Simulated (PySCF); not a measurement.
**Static response to an electric field**

Species: C₄H₉AsGe.
Cartesian coordinates in Å at the PBE0-D3(BJ)/def2-SVP level; atoms count from 1:
```xyz
15
C4H9AsGe angstrom
C      3.2906   -0.1768    0.4509
C      1.9133   -0.2494   -0.0026
C      0.7595   -0.3122   -0.3912
Ge    -1.0554   -0.3339   -0.9449
C     -2.1123   -1.3681    0.3277
As    -1.9371    1.9270   -1.0777
H      3.9889   -0.4142   -0.3670
H      3.5333    0.8323    0.8197
H      3.4769   -0.8886    1.2703
H     -1.1345   -0.9560   -2.3538
H     -2.0524   -0.9082    1.3243
H     -1.7231   -2.3945    0.3902
H     -3.1652   -1.4020    0.0132
H     -0.7094    2.4180   -1.8370
H     -1.3195    2.2930    0.2682
```

Level: B3LYP/def2-SVPD (PySCF), static field, nuclei fixed, core orbitals frozen in the response. The polarisability tensor in these axes (au):

```
x   141.97  -8.46  11.70
y    -8.46 115.78  -6.71
z    11.70  -6.71  95.66
```

Task: What are the eigenvalues, a third of the trace, and Δα (Δα² = ½Σ(αi − αj)² over the three pairs)?

Result: Principal values 91.93, 113.70 and 147.78 au; mean 117.81 au = 17.46 Å³ = 19.42 × 10⁻⁴⁰ C²·m²/J; Δα = 48.76 au (41 % of the mean).

Task: What is the dipole moment, and where does it point?

Result: (1.06, -0.54, 0.86) D, 1.46 D in size, pointing from the negative to the positive side. Measured along this direction, the outermost atoms are As6 at the negative end and H9 at the positive end.

Task: Give the principal axes and the span of the nuclei along them.

Result: Largest value along (0.92, -0.30, 0.25), where the nuclei span 6.41 Å; middle along (0.33, 0.93, -0.13), 5.12 Å; least along (-0.19, 0.20, 0.96), 3.72 Å. The response follows the extents in order.

Task: What would n − 1 = 2πNα be for an ideal gas of these molecules at 298.15 K and 1 atm, electronic part alone?

Result: N = p/kT = 2.4615 × 10¹⁹ cm⁻³, so n − 1 = 2π × N × 17.46 × 10⁻²⁴ cm³ = 2700 × 10⁻⁶ at long wavelengths.

Task: Sum over states: ᾱ = Σ f/ω², ω in Eh. What share falls to these 10 lowest TDDFT singlets (eV, f)? 5.65, 0.0249; 5.75, 0.0229; 5.79, 0.1230; 5.96, 0.0323; 6.04, 0.0083; 6.36, 0.2212; 6.48, 0.0250; 6.54, 0.0329; 6.65, 0.0015; 6.82, 0.0127.

Result: They add up to 9.94 au, 8.4 % of the 117.81 au; the largest single term is 4.05 au, from the state at 6.36 eV. Terms in order: 0.58, 0.51, 2.71, 0.67, 0.17, 4.05, 0.44, 0.57, 0.03, 0.20 au. Higher excitations give the rest. The strengths listed sum to 0.505.

Task: How large is μ²/3kT at 273 K beside α?

Result: In Gaussian units μ²/3kT = 18.96 Å³ against 17.46 Å³, a ratio of 1.09; the Debye molar polarisation (4π/3)N_A(α + μ²/3kT) is 91.9 cm³/mol, leaving out the vibrational part.

One conformer (not necessarily the lowest) at the PBE0-D3(BJ)/def2-SVP geometry, without solvent, vibrations or thermal averaging. The calculation is non-relativistic, for germanium and arsenic too.

The run behind these numbers computed excited states and ΔSCF ions as well. The run took 3.3 min on one thread of an x86-64 server (shared host).
